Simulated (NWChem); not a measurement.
C₂H₃I; SMILES C=CI

```xyz
6

C     -0.3446     2.4461     0.0000
C      0.5241     1.4413     0.0000
I     -0.0242    -0.5788     0.0000
H     -1.4269     2.2958     0.0000
H      0.0276     3.4758     0.0000
H      1.6076     1.5829     0.0000
```
Atoms are numbered in this order, from 1.

The geometry was optimised at PBE0/def2-SVP. No frequency run checked for a minimum. def2 effective core potentials on I; no spin-orbit coupling.

Symmetry labels are those of Cs in the frame above (b1 and b2, or b-type labels, depend on it).

List the 4 lowest vertical singlet excitations from CAM-B3LYP/def2-SVPD with def2 effective core potentials on I, TDA (NWChem).


```json
[
 {"state": "S1", "energy (eV)": "4.87", "oscillator strength": "0.000", "symmetry": "a\"", "leading excitation (squared amplitude)": "HOMO → LUMO (0.93)"},
 {"state": "S2", "energy (eV)": "5.32", "oscillator strength": "0.001", "symmetry": "a'", "leading excitation (squared amplitude)": "HOMO−1 → LUMO (0.94)"},
 {"state": "S3", "energy (eV)": "6.13", "oscillator strength": "0.001", "symmetry": "a\"", "leading excitation (squared amplitude)": "HOMO−1 → LUMO+1 (0.99)"},
 {"state": "S4", "energy (eV)": "6.19", "oscillator strength": "0.182", "symmetry": "a'", "leading excitation (squared amplitude)": "HOMO → LUMO+1 (0.92)"}
]
```
